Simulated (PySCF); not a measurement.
Caution: the restricted solution is unstable towards spin-unrestricted or complex orbitals, so a lower solution exists and this singlet may not be the ground state.

Species: H₃B₂N, SMILES `B=BN` (charge 0, multiplicity 1).

Q: What is the computed HOMO–LUMO gap, HOMO and dipole moment (PBE-D3(BJ)/def2-TZVP // B3LYP-D3(BJ)/def2-TZVP (PySCF))?

A: 
```
Quantity         Result
-------------  --------
HOMO–LUMO gap   0.35 eV
HOMO           -3.99 eV
dipole moment    2.96 D
```
